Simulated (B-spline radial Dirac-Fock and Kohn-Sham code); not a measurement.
Kr³⁺: non-radiative channels of the L1 vacancy

System: the Kr³⁺ ion, [Ar] 3d10 4s2 4p3.

The run's input, task.json:

```json
{"items": [{
  "Z": 36,
  "q": 3,
  "cfg": [[1, 0, 2], [2, 0, 2], [2, 1, 6], [3, 0, 2], [3, 1, 6], [3, 2, 10], [4, 0, 2], [4, 1, 3]],
  "A": 84,
  "rrms": 4.1884,
  "do": ["binding", "quiet", "decay"],
  "holes": ["K", "L1", "L2", "L3", "M1", "M2", "M3", "M4", "M5", "N1"]
}]}
```

Launch: `python xray_run.py task.json out`

Method: one-electron (LDA, Dirac) transition rates at Dirac-Fock energies. Computed with an atomic code on a B-spline grid. Kinetic energies are configuration averages from the vacuum level; the two-hole energies are estimated from single-hole states.

| transition | kinetic energy (eV) | width (meV) | share (%) |
| --- | --- | --- | --- |
| L1-L2M5 | – | 798 | 12.8 |
| L1-L2M4 | – | 504 | 8.1 |
| L1-L3M4 | 77.13 | 1520 | 24.5 |
| L1-L3M5 | 79.42 | 2180 | 35.1 |
| L1-L2N1 | – | 102 | 1.6 |
| L1-L2N2 | – | 30.3 | 0.5 |
| L1-L2N3 | – | 40.7 | 0.7 |
| L1-L3N1 | 167.3 | 171 | 2.7 |
| L1-L3N2 | 184.9 | 33.9 | 0.5 |
| L1-L3N3 | 185.9 | 72.9 | 1.2 |
| L1-M1M1 | 1263.0 | 31.7 | 0.5 |
| L1-M1M2 | – | 60.6 | 1.0 |
| L1-M1M3 | 1347.6 | 117 | 1.9 |
| L1-M1M4 | 1468.2 | 83.3 | 1.3 |
| L1-M1M5 | 1469.5 | 121 | 2.0 |
| L1-M2M5 | – | 27.2 | 0.4 |
| L1-M3M4 | 1547.2 | 25.3 | 0.4 |
| L1-M4M5 | 1671.2 | 157 | 2.5 |
| L1-M5M5 | 1672.9 | 43.4 | 0.7 |

A dash stands for an energy that rests on an unreliable hole state.

Coster-Kronig rates are the weakest part of this model and often come out 1.5 to 2.5 times too large. The listed channels hold 98 % of the non-radiative rate. Summed by principal shells, of 6.22 eV in all: LLM 80.5 %, LMM 11.2 %, LLN 7.2 %, LMN 1.1 %.
